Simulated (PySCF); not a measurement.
Start geometry of `[SiH3]C[O][GaH2]` from GFN2-xTB (Å):
```
atom  x, y, z in Å
Si1   -1.2716    0.8153    0.4161
C2    -0.6874   -0.9653    0.2594
O3     0.6992   -1.0287    0.0132
Ga4    2.1604   -0.0780   -0.2287
H5    -0.9779    1.5258   -0.8573
H6    -2.7388    0.8004    0.6513
H7    -0.5632    1.4647    1.5326
H8    -1.1741   -1.4750   -0.5641
H9    -0.8941   -1.5205    1.1961
H10    2.1763    1.4738   -0.2665
H11    3.3093   -1.0383   -0.3829
```

What comes out of this run: PBE0-D3(BJ)/def2-SVP geometry optimisation, gas phase (PySCF)?

```
atom  x, y, z in Å
Si1   -1.2063    0.8516    0.3732
C2    -0.6235   -0.9599    0.2558
O3     0.7280   -1.2377    0.0303
Ga4    2.1433   -0.1759   -0.1995
H5    -0.9429    1.6026   -0.8934
H6    -2.6819    0.8176    0.6191
H7    -0.5429    1.5767    1.5009
H8    -1.2358   -1.4324   -0.5391
H9    -0.9515   -1.4540    1.1929
H10    1.8981    1.3679   -0.1409
H11    3.4535   -0.9821   -0.4297
```

The energy falls by 14.1 kJ/mol over 7 energy and gradient evaluations, the largest force component goes from 0.0244 to 2.1e-04 Eh/bohr, and the atoms move by 0.145 Å rms after alignment. The bond that changes most is Ga4–H11 (ends: gallium bonded to O and 2 H; hydrogen on gallium), which lengthens by 0.050 Å. Bonds longer at the end by more than 0.005 Å: 8 of 10; shorter: 1. Among the angles that change most is C2–O3–Ga4, from 144.7° to 132.0°. Rotational constants go from 8656, 1547, 1344 to 8020, 1601, 1367 MHz. The orientation of the end geometry is arbitrary; only internal coordinates are fixed.

The run used 113 basis functions and 44 SCF cycles in all.

Not checked by PBE0-D3(BJ)/def2-SVP frequencies. One conformer, not necessarily the lowest.
